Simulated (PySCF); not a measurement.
C5H4F2. Atoms are numbered in the order given.

```xyz
11

F      1.0999     0.0000    -1.4052
C      0.0000     0.0000    -0.5830
F     -1.0999     0.0000    -1.4052
C      0.0000    -1.2030     0.3540
C      0.0000    -0.7469     1.6243
C      0.0000     0.7469     1.6243
C      0.0000     1.2030     0.3540
H      0.0000    -2.2377    -0.0103
H      0.0000    -1.3601     2.5363
H      0.0000     1.3601     2.5363
H      0.0000     2.2377    -0.0103
```
Charge 0, spin multiplicity 1.

Geometry optimised at PBE-D3(BJ)/def2-SVP. The values are those of a single conformer.

These are PySCF with B3LYP/pcSseg-1 values and carry that method's errors.

GIAO shieldings, no solvent; atoms alike by connectivity are averaged. δ = σ(ref) − σ: ¹⁹F against CFCl3 (σ = 161.7 ppm); ¹³C against TMS (σ = 181.3 ppm); ¹H against TMS (σ = 31.68 ppm), references at their B3LYP-D3(BJ)/def2-TZVP geometries, non-relativistic.

```
atoms    nucleus  count     δ (ppm)
-------  -------  -----  ----------
F1, F3       ¹⁹F      2  (withheld)
C5, C6       ¹³C      2       146.7
C4, C7       ¹³C      2       145.7
C2           ¹³C      1  (withheld)
H8, H11       ¹H      2  (withheld)
H9, H10       ¹H      2        6.67
```

**Question.** Fill in the missing entries. (The exact figures need the calculation; the answer reports its results.)

**Answer.** 
- H8, H11, δ (ppm): 6.72
- C2, δ (ppm): 138.2
- F1, F3, δ (ppm): -168.1
